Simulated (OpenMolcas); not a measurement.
Computed levels of 4s2 4p in ions with 31 electrons, in cm-1 above 2P* 1/2.

```json
{"Program": "OpenMolcas 26.06", "Method": "SS-CASPT2, IPEA 0.25 Eh, imaginary shift 0.1 Eh", "Basis": "ANO-RCC-VTZP", "Scalar Hamiltonian": "DKH2, point nucleus", "Spin-orbit coupling": "RASSI with atomic mean-field integrals over the reference wave functions, term energies averaged over their components"}
```

Active space for each ion: 3 electrons in 8 orbitals (4s 4p 5s 5p); closed shells correlated by CASPT2: 3d.

| Level | As2+ | Br4+ | Kr5+ |
| --- | --- | --- | --- |
| 2P* 3/2 | 2630 | 5460 | 7290 |

Problem. Estimate 2P* 3/2 for Se3+ from its neighbours As2+ and Br4+.

Solution. 2P* 3/2 is fine structure, which grows about as the fourth power of a screened charge, so the fourth roots are averaged: ((2630^0.25 + 5460^0.25) / 2)^4 = 3853. The calculation gives 3920, so the estimate is off by -1.7 %; the measured value is 4376 (Moore, Atomic Energy Levels, vol. II, NSRDS-NBS 35 (1971 reprint of NBS Circular 467, 1952)).

Over all roots computed the reference weight is 0.88 to 0.99 in As2+, 0.88 to 0.99 in Se3+, 0.90 to 0.99 in Br4+, 0.90 to 0.99 in Kr5+; the roots of lowest weight are the least certain, and an intruder state may touch them. The run also gave levels led by 4s2 5p, which use shells meant for correlation; these and all levels above them are left out (holds for As2+; Se3+). Active for correlation alone: 5p 5s; no level in the range computed is led by a configuration that fills them, so any true level of that kind is missing (holds for Br4+; Kr5+). Measured partners are found by configuration, term and J. A level has none where our copy of the source lacks it or the pairing is in doubt (some pairs that miss far off the trend of their configuration count as doubtful), and it then counts in no deviation. Only configurations of the active space appear.

* marks odd parity.
